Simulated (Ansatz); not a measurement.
A run on FGeHI (`[F][GeH][I]`) radical with other settings.

```yaml
crystal:
  periodic: [false, false, false]
  atoms:
    - {symbol: F, position_ang: [-1.455477, -0.233736, 0.778659]}
    - {symbol: Ge, position_ang: [0.014007, 0.509372, 0.211967]}
    - {symbol: I, position_ang: [1.798468, -1.255869, 0.249113]}
    - {symbol: H, position_ang: [-0.301398, 0.920033, -1.260038]}
basis:
  gaussian: {orbitals: STO-3G}
total_charge: -1
hamiltonian: {xc: {name: B3LYP}, pseudopotentials: {relativity: none}}
```

```sh
$ ansatz run in.yaml --threads 4 --pin off --events-out ev --progress --plain --max-ram 10444MiB
```

Output, abridged:

```
Functional definition: B3LYP
553 factors; integrals over basis functions are off by at most 2.9e-5 eV
mean field evaluation 1: about -245030.9503 eV, gradient 1.9e1 eV
mean field evaluation 2: about -245031.5799 eV, gradient 1.4e1 eV
mean field evaluation 4: about -245032.5705 eV, gradient 6.1e-1 eV
mean field evaluation 8: about -245032.5642 eV, gradient 4.2e-3 eV
mean field -245032.56422440 eV, -9004.7806462095 hartree, gradient 1.8e-5 eV, S^2 0.000000; 0 other end points of the search recorded, 0 dependent functions left out
reference -245032.56436983 eV, -9004.7806515540 hartree; 48, 48 occupied and 3, 3 virtual orbitals, 553 factors
Total energy: -245032.56436983 eV, -9004.7806515540 hartree
```

It took 0.4 s on 4 threads of an Arm Neoverse V2 on a shared host, with 0.32 GiB of host memory at the peak.
